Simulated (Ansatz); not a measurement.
Basis-set extrapolation for `[SiH3]BCS[SiH3]` (PBE0-D4/def2-TZVP geometry, frozen core, Ansatz 0.2.0). Multiplicity 1, RHF reference.

```
                       def2-TZVPP    def2-QZVPP
                 HF  -1043.232786  -1043.265065
    MP2 correlation     -0.703150     -0.754976
CCSD(T) correlation     -0.816015       not run
```

Energies in hartree. Use E(X) = E(∞) + A·exp(−7.88·√X) for Hartree–Fock and E(X) = E(∞) + B·X^(−2.97) for correlation, with X = 3 and 4, and add CCSD(T) minus MP2 of the smaller set to the MP2 limit.

Problem. What is the CCSD(T) energy at the basis-set limit?

Solution. HF limit: -1043.265065 + (-0.032279) × 0.13774 = -1043.26951. MP2 limit: -0.754976 + (-0.051826) × 0.74074 = -0.79337. Higher-order term: -0.816015 − (-0.703150) = -0.11286. Total: -1044.17574 hartree, 333.3 kJ/mol below CCSD(T)/def2-TZVPP.
